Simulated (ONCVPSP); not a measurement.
**Pseudopotential generation for Te (Z = 52): ONCV, PBE, fully relativistic.**

* Element: tellurium (Te)
* Generator: ONCVPSP 4.0.1
* Type: optimised norm-conserving Vanderbilt (ONCV)
* Functional: PBE
* Relativity: fully relativistic
* Frozen core: [Ar] 3d10
* Valence charge: 24
* Reference configuration: 4s2 4p6 4d10 5s1.75 5p4.25
* Partial waves: 4s+5s: rc 1.25 bohr, ncon 4, nbas 7, qcut 8.1 1/bohr, 2 projectors; 4p+5p: rc 1.20 bohr, ncon 4, nbas 7, qcut 10.1 1/bohr, 2 projectors; 4d: rc 1.05 bohr, ncon 4, nbas 8, qcut 8.7 1/bohr, 2 projectors, debl 2.7 Ha; f scattering state at 0.44 Ha: rc 1.05 bohr, ncon 5, nbas 8, qcut 9.5 1/bohr, 2 projectors, debl 0.6 Ha
* Local potential: polynomial inside 1.05 bohr (lpopt 5, dvloc0 -1 Ha)
* Core correction: none

Open shells are filled in proportion to 2j + 1.

All-electron outer shells of the reference configuration (PBE, scalar-relativistic, ld1.x):

| shell | level (eV) | outermost node (bohr) | outermost maximum (bohr) |
| --- | --- | --- | --- |
| 3p | -804.27 | 0.13 | 0.29 |
| 3d | -560.42 | – | 0.24 |
| 4s | -164.75 | 0.38 | 0.70 |
| 4p | -114.77 | 0.38 | 0.74 |
| 4d | -42.00 | 0.36 | 0.81 |
| 5s | -15.30 | 0.91 | 1.80 |
| 5p | -6.09 | 1.00 | 2.17 |

Problem. Estimate the cutoffs (Ha) at which the residual kinetic energy of the hardest occupied pseudo-wave falls to 1 and 0.1 mHa per electron.

Solution. 127 Ha and 209 Ha.

Problem. Does the potential have ghost states?

Solution. No bound ghost flagged; GHOST(+) flagged for f7/2 at 83.9 eV, f5/2 at 84.4 eV.

Problem. Which valence shell sets the plane-wave cutoff?

Solution. 4d: 127 Ha for 1 mHa per electron, against 31 Ha for 5s.

Problem. Tests: 4s2 4p6 4d10 5s2 5p4; 4s2 4p6 4d10 5s2 5p3; 4s2 4p6 4d10 5s2 5p2; 4s2 4p6 4d9 5s2 5p5. Which has the largest error in its energy relative to the reference configuration, and how large is it?

Solution. 4s2 4p6 4d9 5s2 5p5, with +17 meV (all-electron minus pseudo) on +35.91 eV.
